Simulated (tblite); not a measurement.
Compound: C₄H₆GeO₂.
Numbering: `[CH:1]#[C:2][CH2:3][GeH2:4][C:5](=[O:6])[OH:7]` (hydrogens: H8 on C1; H9, H10 on C3; H11, H12 on Ge4; H13 on O7)

Computed with GFN2-xTB (tblite), gas phase: L-BFGS steps from a force-field or distance-geometry start until the largest atomic force falls under 0.01 eV/Å.

The end geometry, which sets the zero of energy:
```
atom  x, y, z in Å
C1     -1.5836   -2.1187   -0.1619
C2     -1.5440   -0.9319   -0.0072
C3     -1.4707    0.4965    0.1765
Ge4     0.2683    1.2337   -0.4682
C5      1.7535    0.3225    0.4843
O6      2.1722    0.5749    1.5797
O7      2.2214   -0.6720   -0.2674
H8     -1.6431   -3.1580   -0.2906
H9     -1.5771    0.7340    1.2386
H10    -2.2874    0.9792   -0.3653
H11     0.4489    0.9962   -1.9411
H12     0.3129    2.7124   -0.1843
H13     2.9244   -1.1683    0.1893
```

**Question.** These geometries come from the run, each turned onto the end geometry. Order them by energy, lowest first.
A.
```
atom  x, y, z in Å
C1     -1.5559   -2.1123   -0.2709
C2     -1.5125   -0.9136   -0.0481
C3     -1.4488    0.4939    0.2339
Ge4     0.2367    1.2432   -0.5013
C5      1.7605    0.3252    0.4294
O6      2.2246    0.8659    1.3888
O7      2.1612   -0.8423   -0.0647
H8     -1.6092   -3.1356   -0.4624
H9     -1.4771    0.6737    1.3164
H10    -2.2812    1.0135   -0.2442
H11     0.3046    0.9715   -1.9847
H12     0.2960    2.7328   -0.1917
H13     2.8969   -1.3154    0.3819
```
B.
```
atom  x, y, z in Å
C1     -1.5556   -2.0993   -0.2696
C2     -1.5278   -0.9236   -0.0361
C3     -1.4453    0.4857    0.2247
Ge4     0.2589    1.2208   -0.5108
C5      1.7743    0.3438    0.4367
O6      2.2644    0.8268    1.4119
O7      2.1327   -0.8276   -0.0901
H8     -1.6093   -3.1230   -0.4614
H9     -1.4859    0.6674    1.3009
H10    -2.2897    1.0055   -0.2335
H11     0.3064    0.9816   -1.9886
H12     0.3110    2.6977   -0.2033
H13     2.8616   -1.2552    0.4014
```
C.
```
atom  x, y, z in Å
C1     -1.5699   -2.1136   -0.2613
C2     -1.5252   -0.9382   -0.0362
C3     -1.4446    0.4794    0.2228
Ge4     0.2615    1.2373   -0.4844
C5      1.7745    0.3802    0.4715
O6      2.3218    0.7793    1.4621
O7      2.0902   -0.7646   -0.1294
H8     -1.6374   -3.1441   -0.4491
H9     -1.4919    0.6603    1.3006
H10    -2.2923    0.9853   -0.2454
H11     0.4034    0.9455   -1.9526
H12     0.3013    2.7255   -0.2563
H13     2.8042   -1.2318    0.3402
```
D.
```
atom  x, y, z in Å
C1     -1.5551   -2.0922   -0.2668
C2     -1.5123   -0.9360   -0.0541
C3     -1.4408    0.5003    0.2346
Ge4     0.2338    1.2416   -0.4917
C5      1.7552    0.3465    0.4435
O6      2.2146    0.8611    1.3723
O7      2.1625   -0.8501   -0.0699
H8     -1.6093   -3.1422   -0.4632
H9     -1.4758    0.6749    1.3208
H10    -2.2846    1.0165   -0.2480
H11     0.3045    0.9697   -1.9884
H12     0.2943    2.7381   -0.1906
H13     2.9088   -1.3277    0.3841
```
E.
```
atom  x, y, z in Å
C1     -1.5566   -2.1009   -0.2694
C2     -1.5362   -0.9278   -0.0330
C3     -1.4465    0.4894    0.2242
Ge4     0.2548    1.2140   -0.5092
C5      1.7724    0.3543    0.4400
O6      2.2954    0.8008    1.4261
O7      2.1229   -0.8072   -0.0999
H8     -1.6113   -3.1317   -0.4621
H9     -1.4844    0.6682    1.3019
H10    -2.2936    1.0027   -0.2359
H11     0.3158    0.9833   -1.9956
H12     0.3235    2.6846   -0.2136
H13     2.8395   -1.2292    0.4089
```

**Answer.** C (0.004 eV), E (0.015 eV), B (0.031 eV), A (0.138 eV), D (0.263 eV).

In the order of the answer:

| step | E above end (eV) | largest force (eV/Å) | rms force component (eV/Å) | rms distance from end (Å) | rms bond change (Å) | bond most changed (Å) |
| --- | --- | --- | --- | --- | --- | --- |
| 28 | 0.004 | 0.03 | 0.012 | 0.138 | 0.001 | Ge4–C5 -0.001 |
| 10 | 0.015 | 0.17 | 0.048 | 0.156 | 0.003 | C3–Ge4 -0.007 |
| 6 | 0.031 | 0.65 | 0.181 | 0.160 | 0.004 | C2–C3 -0.006 |
| 2 | 0.138 | 2.59 | 0.613 | 0.169 | 0.011 | C1≡C2 +0.023 |
| 1 | 0.263 | 4.02 | 1.182 | 0.171 | 0.023 | C5=O6 -0.043 |

Run on one thread of an Arm Neoverse N1, shared host.
